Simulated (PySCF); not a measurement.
propylene glycol cation (C₃H₈O₂), SMILES C(O)C(C)O (connectivity only; charge and spin as stated), charge +1, multiplicity 2.

The structure is a stationary point at PBE-D3(BJ)/def2-SVP. The spin state was assumed, not searched. Other conformers were not sampled.

Computed with TDA-ωB97X/def2-SVPD (PySCF).

Vertical excitations. Isolated molecule, no solvent.

Question: List the lowest excited states. (Estimate from the structure and the level; the computed values follow.)

Answer: 
```csv
state,energy (eV),λ (nm),f,main pairs
root 1,3.75,330,0.009,"β HOMO−1→LUMO 45 %, β HOMO−2→LUMO 31 %, β HOMO→LUMO 21 %"
root 2,3.80,326,0.023,"β HOMO−1→LUMO 46 %, β HOMO→LUMO 40 %, β HOMO−2→LUMO 9 %"
root 3,4.17,297,0.060,"β HOMO−2→LUMO 50 %, β HOMO→LUMO 33 %, β HOMO−3→LUMO 8 %"
root 4,5.16,240,0.040,β HOMO−3→LUMO 82 %
root 5,5.42,229,0.060,β HOMO−4→LUMO 90 %
root 6,6.77,183,0.026,β HOMO−6→LUMO 87 %
root 7,6.91,179,0.022,β HOMO−5→LUMO 84 %
root 8,7.55,164,0.004,β HOMO−7→LUMO 88 %
root 9,7.96,156,0.113,"α HOMO→LUMO 60 %, α HOMO→LUMO+2 26 %"
root 10,8.16,152,0.012,"α HOMO→LUMO 14 %, α HOMO→LUMO+2 6 %, α HOMO→LUMO+1 6 %, β HOMO−8→LUMO 62 %"
```
Unrestricted roots are not spin-pure.
